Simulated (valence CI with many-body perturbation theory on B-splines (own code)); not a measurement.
## Rh13+: one-electron terms

Computed by configuration interaction combined with many-body perturbation theory (CI+MBPT): four valence electrons over a frozen Dirac-Fock core [Ar] 3d10, a basis of 11 s, 11 p, 9 d, 7 f, 5 g, 2 h, 1 i functions for each j, with the one-electron correlation potential Σ1, the two-electron term Σ2, the three-electron term Σ3, Breit, model QED; selected CI, second order for the rest (own B-spline code, finite nucleus).

No measured spectrum was set against this ion. As an estimate, levels hold to about 250 cm⁻¹ or 0.2 % of their energy and the worst to 1 %, as in measured heavy ions of charge 2 to 7; those with d or f electrons hold less well.

These are the spectroscopic orbitals of the CI (the correlating ones are not listed), shaped by the core and the other valence electrons. h is the expectation value of the core's Dirac-Fock operator, without the valence repulsion; Σ1 is computed up to l = 3 at one energy for each symmetry, that of its lowest orbital but kept below the first core excitation, so for empty shells it is not the orbital's own correlation shift; Breit and QED include the response of the core.

```tsv
Orbital	h (hartree)	Σ1 (cm⁻¹)	Breit (cm⁻¹)	QED (cm⁻¹)	⟨r⟩ (bohr)
4s1/2	-15.222	-10884	1193	931	0.8859
5s1/2	-8.549	-3325	464	362	1.611
6s1/2	-5.4799	-1481	223	176	2.558
7s1/2	-3.8155	-805	127	100	3.713
4p1/2	-13.928	-10293	1813	-52.8	0.9184
5p1/2	-7.9607	-3221	706	-20.4	1.690
6p1/2	-5.1711	-1501	357	-10.2	2.671
7p1/2	-3.633	-835	206	-5.9	3.863
4p3/2	-13.701	-9701	1126	34.0	0.9355
5p3/2	-7.863	-3090	441	13.3	1.712
6p3/2	-5.12	-1451	231	6.8	2.698
7p3/2	-3.6029	-810	134	3.9	3.896
4d3/2	-11.581	-8659	528	-50.4	1.004
5d3/2	-6.9074	-3021	225	-20.8	1.860
6d3/2	-4.6114	-1512	122	-11.1	2.913
4d5/2	-11.54	-8515	261	-27.9	1.009
5d5/2	-6.8886	-2979	109	-11.5	1.866
6d5/2	-4.6012	-1492	58.8	-6.1	2.920
4f5/2	-9.354	-6824	57.3	-10.9	1.090
5f5/2	-5.9357	-2616	32.7	-6.4	2.024
4f7/2	-9.3515	-6760	-23.2	-7.5	1.090
5f7/2	-5.9338	-2585	-13.2	-4.6	2.025
5g7/2	-5.6467		-0.1	-0.5	1.921
5g9/2	-5.646		-1.6	0.2	1.922
```

Among the shells of the start configuration 4s2 4p2, Σ1 is largest in size for 4s1/2, where it is 0.33 % of h.

Lowest root of each symmetry, sizes in configuration state functions:

| J | Parity | Roots | Reference | Variational | Second order | Change by selected CI (cm⁻¹) | Change by second order (cm⁻¹) |
| --- | --- | --- | --- | --- | --- | --- | --- |
| 0 | even | 8 | 35 | 17745 | 134205 | -6094 | -3 |
| 1 | even | 13 | 69 | 39997 | 390122 | -5509 | -6 |
| 2 | even | 16 | 96 | 39998 | 446276 | -5862 | -22 |
| 3 | even | 11 | 72 | 39999 | 633317 | -5582 | -31 |
| 4 | even | 7 | 50 | 39595 | 587757 | -5267 | -23 |
| 5 | even | 3 | 19 | 28075 | 649007 | -5712 | -18 |
| 0 | odd | 3 | 27 | 11759 | 128874 | -6682 | -8 |
| 1 | odd | 8 | 72 | 33499 | 480899 | -5362 | -10 |
| 2 | odd | 9 | 85 | 39997 | 571882 | -2814 | -8 |
| 3 | odd | 5 | 70 | 40000 | 533889 | -4844 | -16 |
| 4 | odd | 2 | 45 | 27484 | 516021 | -6499 | -24 |
